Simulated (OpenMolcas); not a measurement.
An atom or ion with 4 electrons was computed by SS-CASPT2, IPEA 0.25 Eh, imaginary shift 0.1 Eh with spin-orbit coupling (OpenMolcas, ANO-RCC-VTZP, DKH2). The lowest levels that the run gave, each within 12 % of the measured value where one is at hand:

```json
{"J": "0", "Parity": "even", "E (eV)": "0.0000", "g": ""}
{"J": "0", "Parity": "odd", "E (eV)": "4.641", "g": ""}
{"J": "1", "Parity": "odd", "E (eV)": "4.642", "g": "1.501"}
{"J": "2", "Parity": "odd", "E (eV)": "4.644", "g": "1.501"}
{"J": "1", "Parity": "odd", "E (eV)": "9.355", "g": "1.000"}
{"J": "0", "Parity": "even", "E (eV)": "12.306", "g": ""}
{"J": "1", "Parity": "even", "E (eV)": "12.307", "g": "1.501"}
{"J": "2", "Parity": "even", "E (eV)": "12.309", "g": "1.501"}
{"J": "2", "Parity": "even", "E (eV)": "12.963", "g": "1.000"}
```

Which ion is it, and what are the configurations and terms?

B⁺ (Z = 5, charge +1; active space 2 electrons in 8 orbitals (2s 2p 3s 3p)). J, parity and g give the terms where levels are pure, and mixed ones are named by the computed weights; the size of the splittings, set against known spectra of the 4-electron sequence, gives the charge. In order, with the measured energies in eV (NIST Handbook of Basic Atomic Spectroscopic Data): 2s² ¹S₀, 2s 2p ³P°₀ (4.6290), 2s 2p ³P°₁ (4.6298), 2s 2p ³P°₂ (4.6318), 2s 2p ¹P°₁ (9.1000), 2p² ³P₀ (12.2634), 2p² ³P₁ (12.2645), 2p² ³P₂ (12.2662), 2p² ¹D₂ (12.6914).

Active for correlation alone: 3p 3s; no level in the range computed is led by a configuration that fills them, so any true level of that kind is missing. Measured partners are found by configuration, term and J. A level has none where our copy of the source lacks it or the pairing is in doubt (some pairs that miss far off the trend of their configuration count as doubtful), and it then counts in no deviation. Only configurations of the active space appear.

° marks odd parity.
